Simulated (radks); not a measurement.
Question: Neutral tellurium, 52 electrons, occupied as [Kr] 4d9.5 5s1 5p5.5 (fractional occupations, a model configuration). Calculated with a radial shooting solver on a logarithmic mesh with Libxc functionals: Dirac Kohn-Sham, LDA (Slater exchange, Perdew-Wang correlation), spin-unpolarised, spherical densities, finite nucleus; open shells fill j = l - 1/2 first; Fermi nuclear charge, rms radius 4.7423 fm.

Spin-orbit splittings of the eigenvalues, e(l+1/2) - e(l-1/2), with zeta = 2 splitting/(2l+1) and mean radii in bohr:

shell  occ.  splitting (eV)  zeta (eV)  <r> j=l-1/2  <r> j=l+1/2
2p        6           274.1      182.7       0.1009       0.1064
3p        6           51.08      34.05       0.3125       0.3240
3d       10               ?          ?       0.2948       0.2984
4p        6           9.884      6.589       0.7985       0.8272
4d      9.5           1.513     0.6052       0.9540       0.9658
5p      5.5          0.9334     0.6223        2.456        2.579

Estimate the 3d splitting.

Answer: 10.70 eV (zeta = 4.278 eV).
